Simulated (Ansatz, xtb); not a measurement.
## ClFGeH3NO: which of two structures lies lower

Structure X: `[NH3+][Ge@-](=[O])([F])[Cl]`, a singlet. Structure Y: a singlet given by its coordinates. Both are isolated molecules in the gas phase, relaxed with B3LYP/6-31G*.

X (Å):

```csv
atom,x (Å),y (Å),z (Å)
Cl,-0.9791,-1.0806,-2.5880
F,-1.4319,-1.1005,0.4713
Ge,-2.3292,-0.5821,-0.9390
N,-1.6392,1.3937,-0.6730
O,-3.9747,-0.5164,-1.0162
H,-2.4613,1.9945,-0.5914
H,-1.0975,1.4343,0.1917
H,-1.0602,1.7068,-1.4531
```

Y (Å):

```yaml
atoms:
  - { symbol: Cl, position_ang: [-0.3761, -0.4959, 0.7298] }
  - { symbol: F, position_ang: [-0.0195, 1.2030, -1.8908] }
  - { symbol: Ge, position_ang: [-0.7241, 1.5546, -0.2896] }
  - { symbol: N, position_ang: [-2.5628, 0.6086, -1.2169] }
  - { symbol: O, position_ang: [-3.2375, -0.4372, -0.5359] }
  - { symbol: H, position_ang: [-2.5381, -0.7859, 0.0625] }
  - { symbol: H, position_ang: [-2.2058, 0.2405, -2.1055] }
  - { symbol: H, position_ang: [-3.2926, 1.2906, -1.4282] }
```

Close contacts (Å): Cl1–Ge3 2.32, F2–Ge3 1.78, Ge3–N4 2.27, N4–O5 1.42, N4–H7 1.03, N4–H8 1.02, O5–H6 0.98.

Q: Estimate which is lower in electronic energy at CCSD(T)/def2-SVP + ΔMP2/def2-TZVPP, and by roughly how much.

A: The CCSD(T)/def2-SVP + ΔMP2/def2-TZVPP calculation puts structure X lower, by 138.1 kJ/mol.

How the difference moves with the method:

| level | geometry | E(Y) − E(X) (kJ/mol) | departure from the last row (kJ/mol) | job, with rough time for the two |
| --- | --- | --- | --- | --- |
| B3LYP/6-31G* | B3LYP/6-31G* | +88.9 | −49.2 | optimisation, 8.7 min |
| HF/def2-SVP | B3LYP/6-31G* | +104.6 | −33.4 | part of the CCSD(T) run |
| MP2/def2-SVP | B3LYP/6-31G* | +161.2 | +23.1 | part of the CCSD(T) run |
| CCSD(T)/def2-SVP | B3LYP/6-31G* | +128.7 | −9.4 | single point |
| CCSD(T)/def2-SVP + ΔMP2/def2-TZVPP | B3LYP/6-31G* | +138.1 |  | single point, 2.9 min |

None of the levels shown reverses the order. The largest departure from CCSD(T)/def2-SVP + ΔMP2/def2-TZVPP is that of B3LYP/6-31G*, 49.2 kJ/mol. Levels run at GFN2-xTB geometries aren't shown. The last row adds to CCSD(T) the change of the MP2 difference between the two basis sets, here +9.4 kJ/mol.

With harmonic frequencies from B3LYP/6-31G* (ideal gas, rigid rotor, one conformer each, 298.15 K, 1 atm): the zero-point term adds +2.3 kJ/mol; ΔH is +139.8 and ΔG +139.4 kJ/mol.

The correlated steps freeze 17 core orbitals; the filled d shell of Ge is correlated, in a basis made for valence electrons. Codes used: Ansatz 0.2.0; the last row on 1 thread of AMD EPYC (Zen 3) on a shared host.
